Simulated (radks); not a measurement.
Values are calculated unless marked as measured or tabulated.
Question: Ag, configuration [Kr] 4d10 5s1. Level of theory: non-relativistic Kohn-Sham, TPSS, spin-polarised, spherical densities, point nucleus; open shells are filled with parallel spins first (spin-orbit coupling, left out, can overturn this in heavy ions); meta-GGA in the generalised Kohn-Sham scheme; relativity is left out, which matters for an element this heavy (a radial shooting solver on a logarithmic mesh with Libxc functionals). Some entries of the table are withheld. Estimate them.

orbital,occ.,eigenvalue (eV),<1/r> (bohr^-1)
1s up,1,-24555.13,46.49
1s down,1,-24555.11,46.49
2s down,1,-3541.176,10.58
2s up,1,-3541.170,10.58
2p down,3,-3293.002,10.57
2p up,3,-3293.000,10.57
3s up,1,-647.8259,3.766
3s down,1,-647.8177,3.766
3p up,3,-547.6290,3.679
3p down,3,-547.6221,3.679
3d down,5,-363.3509,3.524
3d up,5,-363.3505,3.524
4s down,1,-88.4411,1.446
4s up,1,-88.4279,1.446
4p up,3,(1),1.329
4p down,3,(2),1.330
4d up,5,-7.9119,(3)
4d down,5,-7.7188,(4)
5s up,1,-4.1994,(5)
5s down,0,-3.3183,(6)

Answer: 
(1) 4p up eigenvalue (eV): -57.0710
(2) 4p down eigenvalue (eV): -57.0698
(3) 4d up <1/r> (bohr^-1): 0.9731
(4) 4d down <1/r> (bohr^-1): 0.9846
(5) 5s up <1/r> (bohr^-1): 0.3865
(6) 5s down <1/r> (bohr^-1): 0.3786
